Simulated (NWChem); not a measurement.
System: B-trichloroborazine (B₃N₃H₃Cl₃); SMILES ClB1NB(Cl)NB(Cl)N1

```xyz
12

Cl    -0.8472    -3.1085     0.0000
B     -0.3777    -1.3858     0.0000
N     -1.3698    -0.3607     0.0000
B     -1.0113     1.0200     0.0000
Cl    -2.2684     2.2880     0.0000
N      0.3725     1.3666     0.0000
B      1.3890     0.3658     0.0000
Cl     3.1157     0.8205     0.0000
N      0.9973    -1.0059     0.0000
H     -2.3487    -0.6185     0.0000
H      0.6387     2.3433     0.0000
H      1.7100    -1.7248     0.0000
```
Atoms are numbered in this order, from 1.

All runs use the structure optimised with B3LYP/6-31G* (spherical d).

Give the principal values of the shielding tensors (ppm) of Cl1, B2, N3 from PBE/pcSseg-1, GIAO (NWChem), with their diamagnetic and paramagnetic parts as GIAO splits them.


```csv
atom,σ11,σ22,σ33,isotropic,diamagnetic,paramagnetic
Cl1,690.5,861.7,968.6,840.3,1148.2,-307.9
B2,52.2,60.8,89.7,67.6,193.3,-125.8
N3,18.1,156.7,188.2,121.0,323.2,-202.2
```
